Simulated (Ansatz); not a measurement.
`[GeH3][CH]=[Se]`, relaxed with RKS PBE-D4/def2-SVP in Ansatz 0.2.0 from a rough embedded geometry. The force threshold is 0.03 eV/Å; the program also tests the step.

Charge 0, multiplicity 1.

Start:

```xyz
7

Ge   -0.642   -0.324    0.564
C     0.451    0.305   -0.794
Se    1.542    0.955   -2.183
H    -2.056   -0.486    0.085
H    -0.681    0.669    1.793
H    -0.119   -1.724    1.125
H     1.504    0.605   -0.590
```

| step | energy (eV) | largest force (eV/Å) | largest move (Å) |
| --- | --- | --- | --- |
| 1 | -122930.1135 | 4.106 | 0.000 |
| 2 | -122931.3353 | 3.601 | 0.199 |
| 3 | -122932.3235 | 2.126 | 0.195 |
| 4 | -122932.7744 | 0.929 | 0.199 |
| 5 | -122932.8965 | 0.937 | 0.200 |
| 6 | -122932.9421 | 1.391 | 0.199 |
| 7 | -122932.9943 | 0.144 | 0.087 |
| 8 | -122932.9965 | 0.061 | 0.039 |
| 9 | -122932.9969 | 0.019 | 0.022 |

End:

```xyz
7

Ge   -0.580   -0.297    0.536
C     0.856    0.401   -0.610
Se    0.690    0.762   -2.336
H    -1.879   -0.392   -0.294
H    -0.765    0.647    1.757
H    -0.163   -1.695    1.072
H     1.841    0.573   -0.126
```

Run time 17 s (2 threads of an Arm Neoverse V1 on a shared host); peak host memory 0.14 GiB.
